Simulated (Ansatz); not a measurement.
`[CH3][SnH2][F]` + H₂Se → `[CH3][SnH2][SeH]` + H–F at 400 K and 1 bar (ligand exchange at the Sn–F bond).

Gas-phase electronic energies from Ansatz, PBE0-D4/def2-TZVP geometries. CBS: MP2 limit from def2 TZ/QZ plus the TZ coupled-cluster correction, frozen cores. This one scheme is used for every species. Elements past krypton have def2 core potentials. For Se, Sn outer-core shells are correlated without core-valence functions, which leaves a few kJ/mol of doubt a bond. Scalar relativity is left out up to krypton. Each species was taken in one conformer, which may not be the lowest.

```
           species  CCSD(T)/CBS energy (Eh)  H − E (kJ/mol)  S (J/(mol·K))
  `[CH3][SnH2][F]`               -354.90084           161.9          347.8
              H₂Se              -2401.89790            49.4          229.5
`[CH3][SnH2][SeH]`              -2656.41290           182.9          391.7
               H–F               -100.39570            36.5          182.2
```

H − E and S are ideal-gas, rigid-rotor, harmonic terms from PBE0-D4/def2-TZVP, for one conformer and one mirror image of each species. 1 Eh = 2625.50 kJ/mol, R = 8.31446 J/(mol·K).

By hand: ΔE, ΔH, ΔS and ΔG.

ΔE = (-2656.41290) + (-100.39570) − (-354.90084) − (-2401.89790) = -0.00986 Eh = -25.9 kJ/mol. Δ(H − E) = 182.9 + 36.5 − 161.9 − 49.4 = 8.1, so ΔH = -17.8 kJ/mol. ΔS = 391.7 + 182.2 − 347.8 − 229.5 = -3.4 J/(mol·K). ΔG = -17.8 − 400 × (-3.4)/1000 = -16.4 kJ/mol.

By hand: the equilibrium constant, and the temperature at which ΔG would vanish if ΔH and ΔS stayed fixed.

log₁₀ K = −ΔG/(RT ln 10) = 2.1. ΔG = 0 at ΔH/ΔS = 5235 K, far beyond where these terms or the molecules hold.

The number of gas molecules stays the same, so ΔS is small and ΔH decides. A doubt of 5 kJ/mol in ΔE shifts log₁₀ K by 0.7 here. Other conformers and mirror images would add mixing entropy, several J/(mol·K) or more a flexible species. These are equilibria of isolated gas molecules and say nothing of rates. Largest T1 diagnostic: 0.013 (customary marks: 0.02 for closed shells, 0.045 for open ones).
